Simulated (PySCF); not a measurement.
AlClO.

```xyz
3

Al     0.0000     0.0000    -0.5886
O      0.0000     0.0000    -2.1853
Cl     0.0000     0.0000     1.4785
```
Charge 0, spin multiplicity 1.

Coordinates come from a B3LYP-D3(BJ)/def2-TZVP optimisation.

Computed with PBE/pcSseg-2 run with PySCF. Non-relativistic, no solvent.

Computed absolute GIAO shielding of each atom: isotropic value and principal components (ppm):
```json
[
 {"atom": "Al1", "σ(iso)": "434.1", "σ11": "251.6", "σ22": "251.6", "σ33": "799.0", "span": "547.4"},
 {"atom": "O2", "σ(iso)": "120.2", "σ11": "-27.0", "σ22": "-27.0", "σ33": "414.4", "span": "441.4"},
 {"atom": "Cl3", "σ(iso)": "943.2", "σ11": "838.9", "σ22": "838.9", "σ33": "1151.7", "span": "312.8"}
]
```
